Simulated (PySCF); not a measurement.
**Calculated NMR parameters of C[S+](C)[B-](Cl)(Cl)Cl**

```yaml
Formula: C2H6BCl3S
SMILES: C[S+](C)[B-](Cl)(Cl)Cl
Point_group_of_the_computed_structure: C1
Carbon_signals: 1
Proton_signals: 1
```

Mapped SMILES: `[CH3:1][S+:2]([CH3:3])[B-:4]([Cl:5])([Cl:6])[Cl:7]`. Each H is labelled by its parent atom.

PySCF 2.14.0 with density-fitted response routines calculation with NMR shieldings at B97-2/pcSseg-2/GIAO and structure optimised with PBE0-D3(BJ)/def2-TZVP; in vacuum, one computed conformer, non-relativistic, equivalent nuclei averaged.

δ = σ(ref) − σ, references computed at the same level: 1H (σ = 31.64 ppm) and 13C (σ = 185.38 ppm) against TMS; 11B (σ = 99.77 ppm) against BF3·OEt2; 33S (σ = 517.10 ppm) vs CS2.

```tsv
carbon	δC, type	δH (multiplicity)	HMBC from (2–3 bonds)	span of the C tensor (ppm)
C1/C3	23.5, CH3	2.29 (s)	H(C1)/H(C3)	40
```

Other nuclei:
```csv
atoms,nucleus,environment,δ (ppm),σ (ppm)
B4,11B,"boron bonded to 3 Cl, S",11.5,88.3
S2,33S,"sulfur bonded to 2 C, B",35,481.8
```

1. δC 23.5: methyl carbon bonded to S.
2. δH 2.29: hydrogen on a methyl carbon bonded to S.

Shifts are as computed. Against solution values, carbons near 30 ppm lie about +3 ppm off and those near 130 ppm about +7 ppm. Of 1211 compounds with measured shifts, 218 miss one by over three times the rms of a fit or turn the order of signals round; such compounds aren't used in these exercises.
